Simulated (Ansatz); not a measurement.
Gas-phase electronic energies from Ansatz, PBE0-D4/def2-TZVP geometries. CBS: MP2 limit from def2 TZ/QZ plus the TZ coupled-cluster correction, frozen cores. DFT in def2-TZVPP. def2 core potentials past Kr. For In, Se outer-core shells are correlated without core-valence functions, which leaves a few kJ/mol of doubt a bond. Scalar relativity is left out up to krypton. Each species was taken in one conformer, which may not be the lowest.

Reaction (ligand exchange at the In–C bond): `B[SiH2][CH2][InH2]` + `C[SeH]` → `C[Se][InH2]` + `B[SiH2]C`

`B[SiH2][CH2][InH2]`:

Z-matrix (Å, degrees):
```
Si
C 1 1.865
In 1 3.225 2 40.3
B 1 2.009 2 111.1 3 30.1
H 1 1.492 2 114.7 3 160.3
H 1 1.501 2 109.3 3 -79.7
H 2 1.092 1 111.2 3 121.4
H 2 1.092 1 111.1 3 -117.4
H 3 1.725 1 105.8 2 -120.2
H 3 1.727 1 122.7 2 93.3
H 4 1.211 1 119.2 2 -29.1
H 4 1.195 1 125.9 2 155.4
```

`C[SeH]`:

Z-matrix (Å, degrees):
```
C
Se 1 1.949
H 1 1.088 2 110.6
H 1 1.087 2 110.6 3 -123.3
H 1 1.089 2 106.0 3 118.4
H 2 1.468 1 95.4 3 61.7
```

`C[Se][InH2]`:

```xyz
8

C     0.536    1.160    0.808
Se    0.027   -0.680    1.265
In   -0.682   -1.507   -0.976
H     1.582    1.302    1.074
H     0.400    1.346   -0.256
H    -0.087    1.841    1.383
H    -0.543   -0.336   -2.226
H    -1.231   -3.126   -1.071
```

`B[SiH2]C`:

Z-matrix (Å, degrees):
```
Si
C 1 1.876
B 1 2.010 2 116.0
H 1 1.496 2 109.7 3 -120.9
H 1 1.495 2 109.8 3 122.6
H 2 1.092 1 110.7 3 -60.3
H 2 1.092 1 110.7 3 59.3
H 2 1.092 1 111.2 3 179.5
H 3 1.197 1 119.3 2 177.5
H 3 1.197 1 123.7 2 -3.1
```

Task: Is it downhill or uphill in electronic energy at CCSD(T)/CBS, and by how much? (An estimate is asked.)

Result: Computed: Downhill: ΔE = -28.7 kcal/mol.

Task: What do these levels give: PBE-D4, ωB97M-V, MP2/def2-TZVPP, CCSD/def2-TZVPP, HF/CBS(def2), MP2/CBS(def2)? (Estimate.)

Result: Ansatz gave: PBE-D4 -29.9, ωB97M-V -29.0, MP2/def2-TZVPP -28.5, CCSD/def2-TZVPP -28.6, HF/CBS(def2) -33.9, MP2/CBS(def2) -29.1 kcal/mol.

Largest T1 diagnostic among the species: 0.013.

In def2-TZVPP, CCSD(T) changes the Hartree–Fock value by +6.0 kcal/mol (the triples alone add +0.5 kcal/mol) and MP2 by +5.6 kcal/mol. The D4 term adds +1.3 kcal/mol with B3LYP and +0.7 kcal/mol with PBE0; it sums over pairs of atoms, weighted by their polarisabilities, and B3LYP, whose exchange is more repulsive, gets the larger term.

B3LYP here is the variant with VWN-RPA as its local correlation; programs differ in this.
